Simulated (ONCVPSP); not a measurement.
## u(r) = r·R(r): atom against pseudo-atom (Rh (Z = 45))

Columns: radius, all-electron u(r) and pseudo u(r) of the 4d shell (level -13.85 eV) of rhodium in the configuration [Ar] 3d10 4s2 4p6 4d8; LDA (Perdew-Wang 92), scalar-relativistic, ONCV scheme, ONCVPSP 4.0.1.

| r (bohr) | all-electron | pseudo |
| --- | --- | --- |
| 0.070 | -0.0930 | 0.0012 |
| 0.140 | -0.2946 | 0.0096 |
| 0.210 | -0.4096 | 0.0304 |
| 0.280 | -0.3930 | 0.0668 |
| 0.350 | -0.2796 | 0.1194 |
| 0.420 | -0.1144 | 0.1879 |
| 0.490 | 0.0674 | 0.2706 |
| 0.560 | 0.2431 | 0.3651 |
| 0.630 | 0.3997 | 0.4671 |
| 0.700 | 0.5316 | 0.5698 |
| 0.770 | 0.6373 | 0.6650 |
| 0.840 | 0.7180 | 0.7446 |
| 0.910 | 0.7761 | 0.8029 |
| 0.980 | 0.8148 | 0.8388 |
| 1.050 | 0.8373 | 0.8550 |
| 1.120 | 0.8468 | 0.8570 |
| 1.190 | 0.8460 | 0.8502 |
| 1.260 | 0.8371 | 0.8380 |
| 1.330 | 0.8220 | 0.8220 |
| 1.400 | 0.8024 | 0.8024 |
| 1.470 | 0.7795 | 0.7794 |
| 1.540 | 0.7543 | 0.7542 |
| 1.610 | 0.7275 | 0.7274 |
| 1.680 | 0.6998 | 0.6997 |
| 1.750 | 0.6716 | 0.6716 |
| 1.820 | 0.6434 | 0.6433 |

Task: How many radial nodes do the two functions have?

Result: The all-electron 4d function has n − l − 1 = 1; the pseudo-wave has 0, since the states of the same l below it are removed with the core.

Task: At about which radius was the pseudo-wave matched?

Result: 1.40 bohr, where the columns begin to agree (steps of 0.07 bohr).

Task: Is the pseudo-wave norm-conserving?

Result: Yes: the ONCV scheme keeps the norm inside the radius equal to the all-electron one, which fixes the energy derivative of the logarithmic derivative at the level.
